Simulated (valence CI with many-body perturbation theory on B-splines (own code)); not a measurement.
The 22-electron sequence from Ti to Bi61+

Computed by valence CI with perturbative core correlation (CI+MBPT): four valence electrons over a frozen Dirac-Fock core [Ar], radial functions for each j: 9 s, 9 p, 10 d, 8 f, 5 g, 3 h, 1 i, with the one-electron correlation potential Σ1, the two-electron term Σ2, the three-electron term Σ3, Breit, model QED; selected CI, second order for the rest, scaled by the run's own slope (own B-spline code, finite nucleus). Basis and details of the method differ along the sequence, and some ions are missing.

Excitation energies in eV above the lowest level of each ion. Labels name the leading LS component, so a column can jump where levels mix; a blank means that no level of the computed list carries the label, and where several do, the lowest of them is shown. The ionisation energies from NIST are mostly theoretical or semi-empirical. By estimate, terms of the open shell hold to 2 to 4 % up to charges of about 25 and to about 1 % beyond; near the neutral end and where shells cross, configurations can be misplaced by 0.1 to 0.6 eV.

| Ion | Lowest level | IE (eV) | IE, NIST (eV) | 3d4 5D_2 | 3d4 5D_0 | 3d4 3H_5 | 3d4 3P_1 | 3d4 3F_3 | 3d4 3H_6 | 3d4 3G_4 |
| --- | --- | --- | --- | --- | --- | --- | --- | --- | --- | --- |
| Ti | 3d2 4s2 3F_2 | 6.8089 | 6.82812 |  |  |  |  |  |  |  |
| Ni6+ | 3d4 5D_0 | 132.49 | 132 ± 2 | 0.09917 | 0 | 3.855 | 3.981 | 4.218 | 3.926 | 4.719 |
| Se12+ | 3d4 5D_0 | 382.9 | 383 ± 3 | 0.4722 | 0 | 6.501 | 6.514 | 6.900 | 6.803 | 8.085 |
| Nb19+ | 3d4 5D_0 | 816.15 | 816 ± 4 | 2.126 | 0 | 10.88 | 10.85 | 14.15 | 11.72 | 13.58 |
| Ag25+ | 3d4 5D_0 | 1308 | 1308 ± 4 | 6.212 | 0 | 17.86 | 18.12 | 22.83 | 19.22 | 21.07 |
| I31+ | 3d4 3P_0 | 1911.9 | 1911 ± 4 | 14.12 | 24.12 | 30.11 | 31.09 | 42.62 | 31.95 | 34.55 |
| Pr37+ | 3d4 3P_0 | 2628.4 | 2628 ± 4 | 26.25 | 42.61 | 49.62 | 51.63 | 56.02 | 51.85 | 55.25 |
| Tb43+ | 3d4 3P_0 | 3458.7 | 3458 ± 4 | 42.96 | 70.81 | 78.56 | 81.78 | 46.28 | 81.08 | 85.40 |
| Lu49+ | 3d4 3P_0 | 4404.2 | 4403 ± 4 | 65.34 | 111.2 | 119.5 | 124.0 | 68.69 | 181.6 | 127.5 |
| Ir55+ | 3d4 3P_0 | 5466.7 | 5466 ± 5 | 94.93 | 166.7 | 175.3 |  | 98.37 |  | 184.6 |
| Bi61+ | 3d4 3P_0 | 6648.2 | 6648 ± 12 | 133.5 | 240.6 | 249.4 |  | 137.1 |  | 259.9 |

(1) Does the computed ground configuration or its J change in this range?

Shares of the ionisation energy in eV, for some of the ions:

```
  Ion     Σ1      Σ2       Σ3     Breit        QED
   Ti  0.147  -0.175  -0.0198  -0.00147  -0.000965
Se12+   2.26    5.78  0.00726   -0.0559     0.0137
Ag25+   2.49    7.41   0.0570    -0.638     0.0554
Pr37+   2.54    8.21    0.132     -1.91      0.127
Lu49+   2.59    8.73    0.176     -4.13      0.233
Bi61+   2.68    9.13    0.194     -7.63      0.375
```

## Answers

(1) Yes, from 3d2 4s2 3F_2 in Ti to 3d4 5D_0 in Ni6+.
